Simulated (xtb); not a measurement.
CH$_{3}$AlF$_{2}$, singlet, from a rough starting geometry (GFN-xTB shapes and energies of metal compounds can be far from the true ones); xtb 6.7.1 with GFN2-xTB.

The xtb input:
```
$ xtb mol.xyz --gfn 2 --opt vtight --json

# file mol.xyz
7

Al     0.74001687     0.59203083     0.04945167
C     -0.70891124    -0.58240577    -0.04039764
H     -0.58518854    -1.44188005    -0.59841738
H     -1.62255983    -0.05112059    -0.41169601
H     -0.99201526    -0.94454400     0.93750422
F      0.76012327     2.18681523    -0.48235872
F      2.30014811     0.17978189     0.64895772
```

What the program printed (banner, timings and long lists left out):

```
   ID    Z sym.   atoms
    1   13 Al     1
    2    6 C      2
    3    1 H      3-5
    4    9 F      6, 7

           -------------------------------------------------
          |                Calculation Setup                |
           -------------------------------------------------

           -------------------------------------------------
          |                 G F N 2 - x T B                 |
           -------------------------------------------------

          ...................................................
          :                      SETUP                      :
          :.................................................:
          :  # basis functions                  25          :
          :  # atomic orbitals                  24          :
          :  # shells                           12          :
          :  # electrons                        24          :
          :  max. iterations                   250          :
          :  Hamiltonian                  GFN2-xTB          :
          :  restarted?                      false          :
          :  GBSA solvation                  false          :
          :  PC potential                    false          :
          :  electronic temp.          300.0000000     K    :
          :  accuracy                    1.0000000          :
          :  -> integral cutoff          0.2500000E+02      :
          :  -> integral neglect         0.1000000E-07      :
          :  -> SCF convergence          0.1000000E-05 Eh   :
          :  -> wf. convergence          0.1000000E-03 e    :
          :  Broyden damping             0.4000000          :
          :  net charge                          0          :
          :  unpaired electrons                  0          :
          ...................................................

 iter      E             dE          RMSdq      gap      omega  full diag
   1    -14.4131862 -0.144132E+02  0.174E+01    5.37       0.0  T
   2    -14.4455013 -0.323151E-01  0.101E+01    4.95       1.0  T
   3    -14.4496034 -0.410210E-02  0.181E+00    4.90       1.0  T
   4    -14.4519010 -0.229758E-02  0.639E-01    5.06       1.0  T
   5    -14.4520048 -0.103809E-03  0.310E-01    5.03       1.0  T
   6    -14.4520196 -0.147708E-04  0.147E-01    5.08       1.0  T
   7    -14.4520369 -0.172717E-04  0.773E-02    5.05       1.0  T
   8    -14.4520404 -0.357650E-05  0.972E-03    5.06       3.9  T
   9    -14.4520407 -0.219321E-06  0.125E-02    5.06       3.0  T
  10    -14.4520407 -0.686629E-07  0.202E-03    5.06      18.7  T
  11    -14.4520407  0.539944E-08  0.140E-03    5.06      26.9  T
  12    -14.4520407 -0.830045E-08  0.192E-04    5.06     196.6  T
  13    -14.4520407 -0.903704E-10  0.347E-05    5.06    1088.8  T

   *** convergence criteria satisfied after 13 iterations ***

         :::::::::::::::::::::::::::::::::::::::::::::::::::::
         ::                     SUMMARY                     ::
         :::::::::::::::::::::::::::::::::::::::::::::::::::::
         :: total energy             -14.355373463430 Eh    ::
         :: gradient norm              0.099951109995 Eh/a0 ::
         :: HOMO-LUMO gap              5.055281437793 eV    ::
         ::.................................................::
         :: SCC energy               -14.452039884145 Eh    ::
         :: -> isotropic ES            0.062776850722 Eh    ::
         :: -> anisotropic ES          0.001698382110 Eh    ::
         :: -> anisotropic XC         -0.002275343190 Eh    ::
         :: -> dispersion             -0.002292052809 Eh    ::
         :: repulsion energy           0.096666420715 Eh    ::
         :: add. restraining           0.000000000000 Eh    ::
         :: total charge               0.000000000000 e     ::
         :::::::::::::::::::::::::::::::::::::::::::::::::::::

      -----------------------------------------------------------
     |                   =====================                   |
     |                        A N C O P T                        |
     |                   =====================                   |
     |               Approximate Normal Coordinate               |
     |                Rational Function Optimizer                |
      -----------------------------------------------------------
      -----------------------------------------------------------
     |                   =====================                   |
     |                        A N C O P T                        |
     |                   =====================                   |
     |               Approximate Normal Coordinate               |
     |                Rational Function Optimizer                |
      -----------------------------------------------------------

          ...................................................
          :                      SETUP                      :
          :.................................................:
          :   optimization level         verytight          :
          :   max. optcycles                   200          :
          :   ANC micro-cycles                  20          :
          :   degrees of freedom                15          :
          :.................................................:
          :   RF solver                   davidson          :
          :   write xtbopt.log                true          :
          :   linear?                        false          :
          :   energy convergence         0.1000000E-06 Eh   :
          :   grad. convergence          0.2000000E-03 Eh/α :
          :   maxmium RF displ.          1.0000000          :
          :   Hlow (freq-cutoff)         0.1000000E-01      :
          :   Hmax (freq-cutoff)         5.0000000          :
          :   S6 in model hess.         20.0000000          :
          ...................................................

generating ANC from exact Hessian ...
Using Lindh-Hessian (1995)
[...]
 * total energy  :   -14.3553735 Eh     change       -0.5750067E-11 Eh
 * total energy  :   -14.3626247 Eh     change       -0.7251190E-02 Eh
 * total energy  :   -14.3642331 Eh     change       -0.1608440E-02 Eh
 * total energy  :   -14.3643937 Eh     change       -0.1606528E-03 Eh
 * total energy  :   -14.3645821 Eh     change       -0.1883744E-03 Eh
 * total energy  :   -14.3646032 Eh     change       -0.2107159E-04 Eh
 * total energy  :   -14.3646118 Eh     change       -0.8603404E-05 Eh
 * total energy  :   -14.3646134 Eh     change       -0.1634351E-05 Eh
 * total energy  :   -14.3646137 Eh     change       -0.2448185E-06 Eh
 * total energy  :   -14.3646137 Eh     change       -0.1626548E-07 Eh
   *** GEOMETRY OPTIMIZATION CONVERGED AFTER 10 ITERATIONS ***
[...]
          ...................................................

 iter      E             dE          RMSdq      gap      omega  full diag
   1    -14.4528565 -0.144529E+02  0.956E-06    4.76       0.0  T
   2    -14.4528565 -0.195399E-13  0.530E-06    4.76    7132.1  T
   3    -14.4528565 -0.657252E-13  0.509E-06    4.76    7422.6  T

   *** convergence criteria satisfied after 3 iterations ***

         :::::::::::::::::::::::::::::::::::::::::::::::::::::
         ::                     SUMMARY                     ::
         :::::::::::::::::::::::::::::::::::::::::::::::::::::
         :: total energy             -14.364613691826 Eh    ::
         :: gradient norm              0.000030572668 Eh/a0 ::
         :: HOMO-LUMO gap              4.756893583512 eV    ::
         ::.................................................::
         :: SCC energy               -14.452855664708 Eh    ::
         :: -> isotropic ES            0.058931804194 Eh    ::
         :: -> anisotropic ES          0.001804035913 Eh    ::
         :: -> anisotropic XC         -0.001699062713 Eh    ::
         :: -> dispersion             -0.002314739933 Eh    ::
         :: repulsion energy           0.088241972882 Eh    ::
         :: add. restraining           0.000000000000 Eh    ::
         :: total charge               0.000000000000 e     ::
         :::::::::::::::::::::::::::::::::::::::::::::::::::::

           -------------------------------------------------
          |                Property Printout                |
           -------------------------------------------------

    * Orbital Energies and Occupations

         #    Occupation            Energy/Eh            Energy/eV
      -------------------------------------------------------------
         1        2.0000           -0.8058381             -21.9280
         2        2.0000           -0.7992199             -21.7479
         3        2.0000           -0.6030234             -16.4091
         4        2.0000           -0.5295162             -14.4089
         5        2.0000           -0.5105029             -13.8915
         6        2.0000           -0.5055163             -13.7558
         7        2.0000           -0.5044329             -13.7263
         8        2.0000           -0.5031623             -13.6917
         9        2.0000           -0.4933676             -13.4252
        10        2.0000           -0.4911306             -13.3643
        11        2.0000           -0.4887923             -13.3007
        12        2.0000           -0.4358368             -11.8597 (HOMO)
        13                         -0.2610242              -7.1028 (LUMO)
        14                         -0.1575150              -4.2862
        15                         -0.0664313              -1.8077
        16                         -0.0426952              -1.1618
        17                         -0.0329026              -0.8953
        18                         -0.0236235              -0.6428
        19                          0.1670372               4.5453
        20                          0.1952104               5.3119
        21                          0.2035959               5.5401
        22                          0.3883581              10.5678
        23                          0.7198223              19.5874
        24                          1.0666909              29.0261
      -------------------------------------------------------------
                  HL-Gap            0.1748126 Eh            4.7569 eV
             Fermi-level           -0.3484305 Eh           -9.4813 eV

     #   Z          covCN         q      C6AA      α(0)
     1  13 Al       2.183     0.476   129.887    25.887
     2   6 C        3.612    -0.203    25.104     7.233
     3   1 H        0.925     0.080     1.979     2.200
     4   1 H        0.925     0.083     1.949     2.183
     5   1 H        0.925     0.080     1.978     2.199
     6   9 F        0.672    -0.258    11.871     4.067
     7   9 F        0.672    -0.258    11.867     4.067

 Mol. C6AA /au·bohr⁶  :        708.755923
 Mol. C8AA /au·bohr⁸  :      31063.303605
 Mol. α(0) /au        :         47.836381

Wiberg/Mayer (AO) data.
largest (>0.10) Wiberg bond orders for each atom

 ---------------------------------------------------------------------------
     #   Z sym  total        # sym  WBO       # sym  WBO       # sym  WBO
 ---------------------------------------------------------------------------
     1  13 Al   3.696 --     7 F    1.224     6 F    1.223     2 C    1.077
     2   6 C    3.976 --     1 Al   1.077     4 H    0.935     5 H    0.931
                             3 H    0.931
     3   1 H    0.994 --     2 C    0.931
     4   1 H    0.993 --     2 C    0.935
     5   1 H    0.994 --     2 C    0.931
     6   9 F    1.305 --     1 Al   1.223
     7   9 F    1.305 --     1 Al   1.224
 ---------------------------------------------------------------------------

Topologies differ in total number of bonds
Writing topology from bond orders to xtbtopo.mol

molecular dipole:
                 x           y           z       tot (Debye)
 q only:       -0.959      -0.739      -0.040
   full:       -1.077      -0.839      -0.043       3.471
molecular quadrupole (traceless):
                xx          xy          yy          xz          yz          zz
 q only:       -1.809      -1.239      -1.350      -1.376       1.385       3.160
  q+dip:       -1.617      -0.773      -1.327      -1.423       1.455       2.944
   full:       -3.157      -1.643      -2.575      -2.671       2.809       5.732

optimized geometry written to: xtbopt.xyz

           -------------------------------------------------
          | TOTAL ENERGY              -14.364613691826 Eh   |
          | GRADIENT NORM               0.000030572668 Eh/α |
          | HOMO-LUMO GAP               4.756893583512 eV   |
           -------------------------------------------------

normal termination of xtb
```
